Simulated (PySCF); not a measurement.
# A ladder of Hamiltonians for Pr⁴¹⁺ (praseodymium, charge +41)

Occupied: 1s1/2, 2s1/2, 2p1/2, 2p3/2, 3s1/2, 3p1/2, 3p3/2. Hartree-Fock calculated with PySCF 2.14 in an even-tempered Gaussian basis (17 s from 3.9 bohr⁻², ratio 2.7; 14 p from 4.7 bohr⁻², ratio 2.7), Gaussian nucleus throughout. NR is non-relativistic, sf-X2C the spin-free one-electron X2C Hamiltonian, X2C adds the bare one-electron spin-orbit term, X2C-SNSO screens it by Boettger's factors, DC is four-component Dirac-Coulomb, and the Gaunt and Breit terms are added at first order (total energies over the DC spinors, levels after relaxing the spinors in that mean field). QED terms are absent. Levels marked empty are virtual spinors of this ion; the basis has s and p functions only, so 3d, which can lie below the n = 4 levels, is absent.

```csv
level (eV),NR,sf-X2C,X2C,X2C-SNSO
1s1/2,-42520.5,-44612.0,-44606.0,-44606.4
2s1/2,-8680.3,-9241.4,-9239.6,-9239.7
2p1/2,-8351.3,-8522.5,-8880.0,-8866.6
2p3/2,-8351.3,-8522.5,-8366.6,-8371.8
3s1/2,-3339.3,-3501.5,-3501.0,-3501.1
3p1/2,-3203.2,-3266.2,-3353.3,-3350.1
3p3/2,-3203.2,-3266.2,-3227.8,-3229.1
4s1/2 (empty),-1673.8,-1733.7,-1733.6,-1733.6
4p1/2 (empty),-1624.0,-1650.5,-1681.1,-1680.0
4p3/2 (empty),-1624.0,-1650.5,-1637.0,-1637.5
```

Problem. Where do the four-component calculations put these levels?

Solution. 1s1/2: DC -44648.9, DC+Gaunt -44529.9, DC+Breit -44538.7; 2s1/2: DC -9245.0, DC+Gaunt -9232.7, DC+Breit -9233.6; 2p1/2: DC -8868.8, DC+Gaunt -8848.5, DC+Breit -8850.5; 2p3/2: DC -8376.0, DC+Gaunt -8361.7, DC+Breit -8363.8; 3s1/2: DC -3502.3, DC+Gaunt -3499.5, DC+Breit -3499.8; 3p1/2: DC -3350.6, DC+Gaunt -3345.8, DC+Breit -3346.4; 3p3/2: DC -3230.0, DC+Gaunt -3226.6, DC+Breit -3227.2; 4s1/2 (empty): DC -1734.0, DC+Gaunt -1733.0, DC+Breit -1733.1; 4p1/2 (empty): DC -1680.1, DC+Gaunt -1678.4, DC+Breit -1678.7; 4p3/2 (empty): DC -1637.8, DC+Gaunt -1636.6, DC+Breit -1636.8 (eV).

| Hamiltonian | E (hartree) | E − E(DC) (hartree) | CPU seconds |
| --- | --- | --- | --- |
| NR | -7503.1795 | 311.5346 | 0.37 |
| sf-X2C | -7807.8355 | 6.8786 | 0.27 |
| X2C | -7812.4003 | 2.3138 | 0.27 |
| X2C-SNSO | -7812.0823 | 2.6318 | 0.27 |
| DC | -7814.7141 | 0.0000 | 12 |
| DC+Gaunt | -7806.8253 | 7.8888 | 19 |
| DC+Breit | -7807.5946 | 7.1194 | 55 |

Weight of the small component: 1s1/2 0.0478, 2s1/2 0.0107, 2p1/2 0.0106, 2p3/2 0.00999, 3s1/2 0.00389, 3p1/2 0.00381, 3p3/2 0.00365, 4s1/2 0.00174, 4p1/2 0.00175, 4p3/2 0.00168.

Koopmans' value for the highest occupied level at DC+Breit: 3227.2 eV, against an ionisation energy of 3227 ± 4 eV (theoretical estimate listed by NIST; NIST Atomic Spectra Database, ionization energies); the former lacks relaxation, correlation, QED and recoil.

The whole ladder took 90 s of wall time on 1 thread of Neoverse-V1 (shared host), launched as `OMP_NUM_THREADS=1 python relrun2.py TASK.json OUT` (a driver that calls PySCF for each Hamiltonian).
